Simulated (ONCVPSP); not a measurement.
phosphorus: one change to an ONCV potential, before and after

phosphorus, optimised norm-conserving Vanderbilt (ONCV), made with ONCVPSP 4.0.1 (PBE, scalar-relativistic). Core [Ne], reference 3s1 3p4. Waves: 3s: rc 1.30 bohr, ncon 4, nbas 7, qcut 4.1 1/bohr, 3 projectors, debl 1.1 Ha; 3p: rc 1.75 bohr, ncon 3, nbas 7, qcut 4.6 1/bohr, 1 projector; d scattering state at 0.27 Ha: rc 1.40 bohr, ncon 4, nbas 8, qcut 6.6 1/bohr, 1 projector. Local part: polynomial inside 1.15 bohr (lpopt 1, dvloc0 0 Ha). Core correction: Teter function, fcfact 2, rcfact 1.05.

All-electron outer shells of the reference configuration (PBE, scalar-relativistic, ld1.x):

```csv
shell,level (eV),outermost node (bohr),outermost maximum (bohr)
2s,-175.53,0.14,0.42
2p,-126.02,–,0.36
3s,-14.68,0.65,1.58
3p,-6.07,0.64,1.81
```

Change: core correction Teter function, fcfact 6.3, rcfact 1.05.

Cutoffs: the cutoffs (Ha) at which the residual kinetic energy of the hardest occupied pseudo-wave falls to 1 and 0.1 mHa per electron; they do not see the model core or the augmentation charge, which bear on the density cutoff. Errors are all-electron minus pseudo energies relative to the spin-unpolarised reference configuration.

**Question.** How do hardness, ghosts and transferability respond?

**Answer.** The potential gets neither clearly harder nor softer (15 Ha and 61 Ha → 15 Ha and 61 Ha); both files keep a bound ghost (s); of the 4 tests that both files solve, the error grows in 3 and shrinks in 0 by more than 15 % and 0.3 meV (median size 0.8 → 1.5 meV). A model core, the more so a compact one, raises the density cutoff, which this test does not measure.

```tsv
quantity	base	changed
cutoff, loose	15 Ha	15 Ha
cutoff, tight	61 Ha	61 Ha
bound ghosts	s	s
GHOST(+) flags under 300 eV	none	none
error for 3s2 3p3, meV [ΔE -8.53 eV]	+1.2	+1.7
error for 3s2 3p2, meV [ΔE 1.20 eV]	-0.5	-0.2
error for 3s2 3p1, meV [ΔE 20.34 eV]	+1.5	+3.2
error for 3s0 3p5, meV [ΔE 8.67 eV]	+0.5	+1.2
s: phases at 1.32 bohr within 0.05 rad from the reference energy up to (Ha; the scan ends near 5)	to the end of the scan	to the end of the scan
p: phases at 1.77 bohr within 0.05 rad from the reference energy up to (Ha; the scan ends near 5)	1.9	1.9
d: phases at 1.42 bohr within 0.05 rad from the reference energy up to (Ha; the scan ends near 5)	4.8	4.8
rms error of d²Exc/dni dnj with the model core, mHa	1.38	1.61
```

 A true bound ghost makes a file unfit for plane-wave use even where its test errors are small: the radial tests pick states by their node count and pass the ghost by.
